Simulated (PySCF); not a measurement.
Fractional electron number in Mo(2+) (molybdenum, charge +2)

The 4d alpha orbital of [Kr] 4d4 is emptied in steps (occupation f), with all orbitals relaxed, ending at [Kr] 4d3. Computed with PySCF 2.14 in aug-cc-pVDZ-PP with ECP28MDF (5s5p4d2f, 54 functions), with a scalar-relativistic core potential. The exact energy is a straight line in f; departures are measured from the line between the end points of the same method.

```
   f  BHandHLYP (eV)  wB97X (eV)  CAM-B3LYP (eV)
   1           0.000       0.000           0.000
0.75          -0.468      -0.292          -0.510
 0.5          -0.627      -0.387          -0.684
0.25          -0.472      -0.285          -0.516
   0           0.000       0.000           0.000
```

```tsv
method	E(f=0) − E(f=1) (eV)	−ε at f=1 (eV)	−ε at f=0.5 (eV)
BHandHLYP	26.901	24.417	26.889
wB97X	26.812	25.250	26.830
CAM-B3LYP	27.122	24.423	27.107
```

Orbital energy along the path (eV):

| f | BHandHLYP | wB97X | CAM-B3LYP |
| --- | --- | --- | --- |
| 1 | -24.417 | -25.250 | -24.423 |
| 0.75 | -25.644 | -26.037 | -25.750 |
| 0.5 | -26.889 | -26.830 | -27.107 |
| 0.25 | -28.150 | -27.594 | -28.485 |
| 0 | -29.441 | -28.307 | -29.893 |

Reference removal energy between the ground levels: 27.13 ± 0.12 eV (semi-empirical (NIST evaluation); NIST Atomic Spectra Database, ionization energies). The calculation has no spin-orbit coupling. The determinant left behind need not be the lowest term of the ion.
